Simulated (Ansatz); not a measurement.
Stepwise reaction of `C[CH](C)[SnH2][CH](C)C` with hydrogen, as a gas-phase model of exchange steps in deposition or etching. ΔE in kJ/mol.

Computed with Ansatz on PBE0-D4/def2-TZVP structures; ΔE is electronic, products minus reactants. CBS: MP2 limit from def2 TZ/QZ plus the TZ coupled-cluster correction, frozen cores. This one scheme is used for every species. Functionals use def2-TZVPP. B3LYP here is the variant with VWN-RPA as its local correlation; programs differ in this. Elements past krypton have def2 core potentials. For Sn outer-core shells are correlated without core-valence functions, which leaves a few kJ/mol of doubt a bond. Each species was taken in one conformer, which may not be the lowest.

```
step                                                  reaction  PBE-D4  B3LYP-D4  ωB97M-V  CCSD(T)/CBS
   1  `C[CH](C)[SnH2][CH](C)C` + H₂ → `C[CH](C)[SnH3]` + `CCC`   -47.0     -51.9    -52.6        -40.0
```

Problem. Give the row of step 2, `C[CH](C)[SnH3]` + H₂ → `[SnH4]` + `CCC`. (Best estimate.)

Solution. Ansatz gave: 
| step | reaction | PBE-D4 | B3LYP-D4 | ωB97M-V | CCSD(T)/CBS |
| --- | --- | --- | --- | --- | --- |
| 2 | `C[CH](C)[SnH3]` + H₂ → `[SnH4]` + `CCC` | -47.2 | -52.6 | -53.5 | -41.2 |

Problem. By hand: ΔE of the 2 steps together at CCSD(T)/CBS.

Solution. (-40.0) + (-41.2) = -81.2 kJ/mol, or -40.6 kJ/mol a step.

In ΔE the steps differ by no more than 1.2 kJ/mol. All are downhill at CCSD(T)/CBS. PBE-D4 differs from CCSD(T)/CBS by -7.0 to -6.0 kJ/mol a step. Isolated molecules leave out the surface, adducts and barriers. Largest T1 diagnostic: 0.013.
